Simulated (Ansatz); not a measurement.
Basis-set extrapolation for C₃H₆FNSi, SMILES `CC[Si]1(F)C=N1` (PBE0-D4/def2-TZVP geometry, frozen core, the Gaussian-basis code of Ansatz). Multiplicity 1, RHF reference.

```json
{"": "HF", "def2-TZVPP": "-560.064485", "def2-QZVPP": "-560.086431"}
{"": "MP2 correlation", "def2-TZVPP": "-1.057865", "def2-QZVPP": "-1.136589"}
{"": "CCSD(T) correlation", "def2-TZVPP": "-1.138762", "def2-QZVPP": "not run"}
```

Energies in hartree. Use E(X) = E(∞) + A·exp(−7.88·√X) for Hartree–Fock and E(X) = E(∞) + B·X^(−2.97) for correlation, with X = 3 and 4, and add CCSD(T) minus MP2 of the smaller set to the MP2 limit.

**Question.** What is the CCSD(T) energy at the basis-set limit?

**Answer.** HF limit: -560.086431 + (-0.021946) × 0.13774 = -560.08945. MP2 limit: -1.136589 + (-0.078724) × 0.74074 = -1.19490. Higher-order term: -1.138762 − (-1.057865) = -0.08090. Total: -561.36525 hartree, 101.7 kcal/mol below CCSD(T)/def2-TZVPP.
